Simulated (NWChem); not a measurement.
SiH2OBrCl; SMILES [SiH](O)(Br)Cl

```xyz
6

Si    -0.5151     0.5759     0.4300
O     -1.9384     0.8639    -0.3356
Cl     0.9130     1.9485    -0.1287
Br     0.2621    -1.4406    -0.0648
H     -0.7681     0.6720     1.8786
H     -1.9598     0.8386    -1.2980
```
Atoms are numbered in this order, from 1.

Level: PBE0/def2-SVP (NWChem), optimised geometry, unscaled harmonic frequencies. This build's default masses of Se (78.918 u) and Br (79.917 u) are each other's, which moves their modes by up to 0.6 %.

```json
[
 {"frequency (cm⁻¹)": "153", "IR intensity (km/mol)": "1.9"},
 {"frequency (cm⁻¹)": "174", "IR intensity (km/mol)": "28.3"},
 {"frequency (cm⁻¹)": "269", "IR intensity (km/mol)": "33.7"},
 {"frequency (cm⁻¹)": "301", "IR intensity (km/mol)": "85.1"},
 {"frequency (cm⁻¹)": "435", "IR intensity (km/mol)": "67.1"},
 {"frequency (cm⁻¹)": "570", "IR intensity (km/mol)": "153.2"},
 {"frequency (cm⁻¹)": "767", "IR intensity (km/mol)": "80.0"},
 {"frequency (cm⁻¹)": "795", "IR intensity (km/mol)": "178.3"},
 {"frequency (cm⁻¹)": "861", "IR intensity (km/mol)": "250.3"},
 {"frequency (cm⁻¹)": "947", "IR intensity (km/mol)": "83.0"},
 {"frequency (cm⁻¹)": "2340", "IR intensity (km/mol)": "69.7"},
 {"frequency (cm⁻¹)": "3922", "IR intensity (km/mol)": "141.7"}
]
```

```yaml
zero_point_energy: 16.5 kcal/mol
thermal correction to the enthalpy at 298.15 K (with zero-point energy): 20.6 kcal/mol
heat capacity Cv: 18.0 cal/(mol K)
entropy at 298.15 K and 1 atm (symmetry number 1): 79.3 cal/(mol K)
dipole_moment: 1.10 D
```

Rigid rotor and harmonic oscillator.
